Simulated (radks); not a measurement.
Effect of the nuclear size on neutral argon, [Ar]. All-electron calculation, Dirac Kohn-Sham, relativistic LDA (MacDonald-Vosko exchange, VWN5 correlation), spin-unpolarised, spherical densities, finite nucleus; Fermi nuclear charge, rms radius 3.4274 fm. Program: a radial shooting solver on a logarithmic mesh with Libxc functionals. The rms radius is varied about that value; shifts are against it.

| rms radius (fm) | total energy shift (eV) | density at nucleus (e/bohr^3) | 1s1/2 shift (meV) | 2s1/2 shift (meV) |
|---|---|---|---|---|
| 2.807 | -0.00607 | 4310 | -2.55 | -0.193 |
| 3.2766 | -0.00158 | 4296 | -0.666 | -0.050 |
| 3.4274 | 0 | 4292 | 0.000 | 0.000 |
| 3.6879 | 0.00290 | 4285 | 1.22 | 0.092 |
| 4.2328 | 0.00963 | 4273 | 4.05 | 0.307 |

Slopes of the eigenvalues against <r^2> in GHz/fm^2, as finite differences over the two radii next to the reference (eigenvalue slopes, not the field-shift constants of lines): 1s1/2 159, 2s1/2 12.0.
